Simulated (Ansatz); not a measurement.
```yaml
crystal:
  periodic: [false, false, false]
  atoms:
    - {symbol: Sn, position_ang: [1.034643, 2.208042, -0.766868]}
    - {symbol: Sn, position_ang: [-1.469284, 0.309832, -2.433880]}
    - {symbol: Sn, position_ang: [0.538817, -2.292047, -0.712016]}
    - {symbol: Sn, position_ang: [-2.139207, -0.387555, 1.148809]}
    - {symbol: Sn, position_ang: [1.975836, -0.013734, 2.848710]}
    - {symbol: S, position_ang: [1.089321, -0.118606, -1.990074]}
    - {symbol: S, position_ang: [-2.022732, -1.827992, -1.041444]}
    - {symbol: S, position_ang: [2.289259, 1.859147, 1.402154]}
    - {symbol: S, position_ang: [0.188055, -1.446731, 1.749898]}
    - {symbol: S, position_ang: [-1.484707, 1.709654, -0.205289]}
basis:
  gaussian: {orbitals: def2-mTZVPP, nuclear_model: gaussian}
hamiltonian: {xc: {name: PBE0-DH}}
scf: {omitted_lower_state_checks: [starts]}
```

```sh
$ ansatz run in.yaml --threads 4 --pin off --events-out ev --progress --plain --max-ram 6963MiB
```

Shortened log:

```
Functional definition: PBE0-DH
3355 factors; integrals over basis functions are off by at most 1.6e-4 eV
mean field evaluation 1: about -83302.3803 eV, gradient 3.9e1 eV
mean field evaluation 2: about -83302.5883 eV, gradient 3.9e1 eV
mean field evaluation 4: about -83307.6374 eV, gradient 5.0e0 eV
mean field evaluation 8: about -83307.7362 eV, gradient 6.5e-1 eV
mean field evaluation 16: about -83307.7380 eV, gradient 1.4e-3 eV
mean field -83307.73798643 eV, -3061.5029029883 hartree, gradient 7.9e-6 eV, S^2 0.000000; 0 other end points of the search recorded, 0 dependent functions left out
45 core orbitals not correlated: weight in the atoms' cores, before any rotation towards them, 1.000 or more for the frozen orbitals, at most 0.000 for the correlated occupied ones
reference -83307.73801455 eV, -3061.5029040217 hartree; 50, 50 occupied and 220, 220 virtual orbitals, 3355 factors
second order -50.03464930 eV of doubles, -0.00000000 eV of singles
Total energy: -83313.99234571 eV, -3061.7327464525 hartree
Checks for a lower state left out: starts
```

It took 33 s on 4 threads of Arm Neoverse V2 on a shared host, peak host memory 2.3 GiB.

In the def2 sets Sn takes a core potential; there is no spin–orbit coupling. Correlated methods freeze 45 core orbitals; core or outer-core shells of Sn are correlated, in sets that lack core-valence functions.
